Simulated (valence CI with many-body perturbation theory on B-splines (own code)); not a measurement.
Nb²⁶⁺ in three bases

Calculated by relativistic CI+MBPT: five valence electrons over a frozen Dirac-Fock core [Ne], a basis of 9 s, 9 p, 8 d, 6 f, 3 g, 1 h functions for each j, with the one-electron correlation potential Σ1, the two-electron term Σ2, the three-electron term Σ3, Breit, model QED; selected CI, second order for the rest, scaled by the run's own slope (own B-spline code, finite nucleus).

No measured spectrum was set against this ion. As an estimate, large intervals hold to a few tenths of a per cent, small ones and those within an open d or f shell to about a per cent. Among the levels kept, up to 1700 cm⁻¹ of a level comes from second order outside the variational space, and about a tenth of that is noise between levels of different J, which matters for small intervals.

The reference run has the lowest level (3s^2 3p1/2^2 3p3/2) J=3/2 and an ionisation energy of 1356.80 eV. Its largest variational space holds 19999 state functions.

Levels are named by their leading jj configuration (3d3/2^4 stands for four electrons in 3d with j = 3/2), which in mixed levels can hold well under half, so a name can repeat and another be missing. Letters in brackets count levels of one name in rising energy.

Changed runs:
A. basis 6 s, 6 p, 5 d, 3 f, 1 g
B. basis 5 s, 5 p, 4 d, 2 f

Excitation energies of the reference run in cm⁻¹, and shifts in cm⁻¹:

```tsv
Level	Reference	A	B
(3s^2 3p1/2 3p3/2^2) J=3/2	139024	+1.3	+41
(3s^2 3p1/2 3p3/2^2) J=5/2	180711	+96	+378
(3s^2 3p1/2 3p3/2^2) J=1/2	236199	+146	+517
(3s^2 3p3/2^3) J=3/2	372027	+89	+347
(3s 3p1/2^2 3p3/2^2) J=5/2	682339	-90	-279
(3s 3p1/2^2 3p3/2^2) J=3/2	762323	-28	-151
(3s 3p1/2^2 3p3/2^2) J=1/2	782997	-39	-96
(3s^2 3p1/2^2 3d3/2) J=3/2 [a]	843706	+98	+162
(3s^2 3p1/2^2 3d3/2) J=3/2 [b]	895765	+205	+534
(3s 3p1/2 3p3/2^3) J=5/2	904329	+115	+234
(3s^2 3p1/2^2 3d5/2) J=5/2	923448	+259	+626
(3s^2 3p1/2 3p3/2 3d3/2) J=3/2 [a]	951473	+134	+174
Ionisation energy (eV)	1356.80	-0.036	-0.12
```
